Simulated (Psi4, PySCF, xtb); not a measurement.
Two rigid molecules brought together: C3H8 ··· H4OSi (SMILES CCC and O[SiH3]). Monomers: optimised at B3LYP-D3(BJ) (def2-TZVP), held rigid. Orientation: lowest of the rigid-body minima from ten starts at GFN2-xTB. Only R, the distance of the centres of mass, is varied, so the lowest point isn't the relaxed dimer. The table gives interaction energies.

| R / Å | A | B | C |
|---|---|---|---|
| 3.48 | 8.15 | 4.36 | 1.69 |
| 3.65 | 4.83 | 1.43 | -0.40 |
| 3.93 | 1.91 | -0.61 | -1.63 |
| 4.09 | 1.04 | -0.96 | -1.74 |
| 4.30 | 0.37 | -1.02 | -1.61 |
| 4.52 | 0.00 | -0.89 | -1.35 |
| 4.83 | -0.23 | -0.64 | -0.98 |
| 5.10 | -0.28 | -0.45 | -0.72 |
| 5.56 | -0.23 | -0.23 | -0.43 |
| 6.27 | -0.11 | -0.07 | -0.19 |
| 7.30 | -0.04 | -0.02 | -0.06 |
| 8.60 | -0.01 | -0.01 | -0.01 |

Energies in kcal/mol.

**Question.** Match the curves with the methods GFN1-xTB run with xtb; restricted B3LYP/6-31G*, spherical d, no counterpoise correction run with PySCF; Psi4 with revPBE/def2-TZVP, counterpoise-corrected.

**Answer.** A is revPBE/def2-TZVP; B is RKS-B3LYP/6-31G*; C is GFN1-xTB.
